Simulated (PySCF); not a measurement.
# [Hf(H)4] (charge 0, multiplicity 1)

Calculation: TPSSh-D3(BJ)/def2-TZVP // r2SCAN-D4/def2-SVP run with PySCF 2.14.0.

The HOMO comes out as -7.89 eV. The dipole moment is 0.00 D. The HOMO–LUMO gap is 5.42 eV and the LUMO is -2.47 eV. The charge on the central atom (Mulliken) is 0.84 e, the total energy is -50.3366 Ha and the cost is very roughly 10 core-seconds.

```xyz
5

Hf     0.0000     0.0000     0.0000
H     -1.2946    -0.1726    -1.3059
H      1.4865    -0.9892    -0.4722
H     -0.6634    -0.6159     1.6098
H      0.4716     1.7777     0.1682
```
